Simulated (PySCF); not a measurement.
Hf(F)3(OH)(OH2) (F₃H₃HfO₂), SMILES [OH][Hf](<-[OH2])([F])([F])[F], multiplicity 1.

Coordinates come from a B3LYP-D3(BJ)/def2-SVP optimisation. The multiplicity is an assumed one; no other spin state was optimised. The structure was generated by enumeration; whether it is a known compound was not checked. The def2 effective core potentials stand for the cores of Hf; spin–orbit coupling is left out. Other conformers were not sampled.

Method: TDA-PBE/def2-SVPD run with PySCF 2.14.0.

Vertical excitations. Isolated molecule, no solvent. State labels are in the subgroup Cs.

```json
[
 {"state": "S1", "symmetry": "A\"", "energy (eV)": "6.38", "λ (nm)": "194", "f": "0.002", "main pairs": "HOMO→LUMO 100 %"},
 {"state": "S2", "symmetry": "A'", "energy (eV)": "6.40", "λ (nm)": "194", "f": "0.003", "main pairs": "HOMO−1→LUMO 100 %"},
 {"state": "S3", "symmetry": "A\"", "energy (eV)": "7.05", "λ (nm)": "176", "f": "0.001", "main pairs": "HOMO−1→LUMO+1 70 %, HOMO→LUMO+2 30 %"},
 {"state": "S4", "symmetry": "A\"", "energy (eV)": "7.13", "λ (nm)": "174", "f": "0.000", "main pairs": "HOMO→LUMO+2 70 %, HOMO−1→LUMO+1 29 %"},
 {"state": "S5", "symmetry": "A'", "energy (eV)": "7.15", "λ (nm)": "173", "f": "0.006", "main pairs": "HOMO→LUMO+1 51 %, HOMO−1→LUMO+2 47 %"},
 {"state": "S6", "symmetry": "A'", "energy (eV)": "7.44", "λ (nm)": "167", "f": "0.026", "main pairs": "HOMO−1→LUMO+3 86 %"},
 {"state": "S7", "symmetry": "A\"", "energy (eV)": "7.45", "λ (nm)": "166", "f": "0.030", "main pairs": "HOMO→LUMO+3 98 %"},
 {"state": "S8", "symmetry": "A'", "energy (eV)": "7.50", "λ (nm)": "165", "f": "0.079", "main pairs": "HOMO−2→LUMO 95 %"},
 {"state": "S9", "symmetry": "A'", "energy (eV)": "7.58", "λ (nm)": "163", "f": "0.031", "main pairs": "HOMO−1→LUMO+2 24 %, HOMO→LUMO+1 23 %, HOMO→LUMO+4 17 %, HOMO−1→LUMO+3 12 %"},
 {"state": "S10", "symmetry": "A\"", "energy (eV)": "7.72", "λ (nm)": "161", "f": "0.000", "main pairs": "HOMO−3→LUMO 100 %"},
 {"state": "T1", "symmetry": "A\"", "energy (eV)": "6.34", "λ (nm)": "195", "f": "0", "main pairs": "HOMO→LUMO 100 %"},
 {"state": "T2", "symmetry": "A'", "energy (eV)": "6.35", "λ (nm)": "195", "f": "0", "main pairs": "HOMO−1→LUMO 99 %"},
 {"state": "T3", "symmetry": "A'", "energy (eV)": "6.69", "λ (nm)": "185", "f": "0", "main pairs": "HOMO→LUMO+1 74 %, HOMO−1→LUMO+2 21 %"},
 {"state": "T4", "symmetry": "A\"", "energy (eV)": "6.84", "λ (nm)": "181", "f": "0", "main pairs": "HOMO−1→LUMO+1 64 %, HOMO→LUMO+2 34 %"}
]
```
Triplets are in the Tamm–Dancoff approximation.
